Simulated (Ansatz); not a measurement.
Basis-set extrapolation for CH7FO2Si2, SMILES `CO[SiH](F)O[SiH3]` (PBE0-D4/def2-TZVP geometry, frozen core, Ansatz 0.2.0). Multiplicity 1, RHF reference.

```tsv
	def2-TZVPP	def2-QZVPP
HF	-869.349193	-869.383216
MP2 correlation	-1.130699	-1.223730
CCSD(T) correlation	-1.213607	not run
```

Energies in hartree. Use E(X) = E(∞) + A·exp(−7.88·√X) for Hartree–Fock and E(X) = E(∞) + B·X^(−2.97) for correlation, with X = 3 and 4, and add CCSD(T) minus MP2 of the smaller set to the MP2 limit.

Task: What is the CCSD(T) energy at the basis-set limit?

Result: HF limit: -869.383216 + (-0.034023) × 0.13774 = -869.38790. MP2 limit: -1.223730 + (-0.093031) × 0.74074 = -1.29264. Higher-order term: -1.213607 − (-1.130699) = -0.08291. Total: -870.76345 hartree, 526.8 kJ/mol below CCSD(T)/def2-TZVPP.
